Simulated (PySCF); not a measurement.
Si(F)2(OH)(SMe) (CH4F2OSSi), SMILES [Si](SC)(F)(F)O.

The structure is a stationary point at B3LYP-D3(BJ)/def2-SVP. The structure was generated by enumeration, and PubChem lists no compound with its InChIKey, so it may never have been made. One conformer was computed; it need not be the lowest.

Vertical ionisation energy (IE) and electron affinity (EA) in eV. Rows of orbital energies are one-electron estimates. Where ΔSCF, EOM or ADC give a negative EA the extra electron is unbound and the value depends on the basis.

| level | IE | EA |
|---|---|---|
| −ε(HOMO), −ε(LUMO), r2SCAN/def2-TZVP (PySCF) | 6.57 | 0.71 |
| −ε(HOMO), −ε(LUMO), PBE/def2-TZVP (PySCF) | 6.30 | 1.05 |
